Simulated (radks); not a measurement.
The nuclear charge of neutral niobium is varied continuously with 41 electrons held in [Kr] 4d4 5s1. Calculated with a radial shooting solver on a logarithmic mesh with Libxc functionals: Dirac Kohn-Sham, BLYP, spin-unpolarised, spherical densities, finite nucleus; open shells fill j = l - 1/2 first; Fermi nuclear charge, rms radius 4.324 fm. By the Hellmann-Feynman theorem dE/dZ = E(electron-nucleus)/Z, the electronic potential at the nucleus (averaged over a nucleus of fixed radius).

Z     E (hartree)  E(electron-nucleus)/Z (hartree)   HOMO  e(HOMO) (eV)  <r> HOMO (bohr)
40.8  -3775.74345                         -223.512  4d3/2        -1.480            2.358
41    -3820.59776                         -225.030  4d3/2        -2.939            2.219
41.2  -3865.75535                         -226.545  4d3/2        -4.583            2.106
41.4  -3911.21568                         -228.058  4d3/2        -6.394            2.011
41.6  -3956.97837                         -229.569  5s1/2        -7.877            3.354
41.8  -4003.04312                         -231.078  5s1/2        -9.383            3.248
42    -4049.40971                         -232.587  5s1/2       -10.970            3.150

The central difference of E at Z = 41 is -225.030 hartree, to compare with the third column; the second derivative is -7.58 hartree.
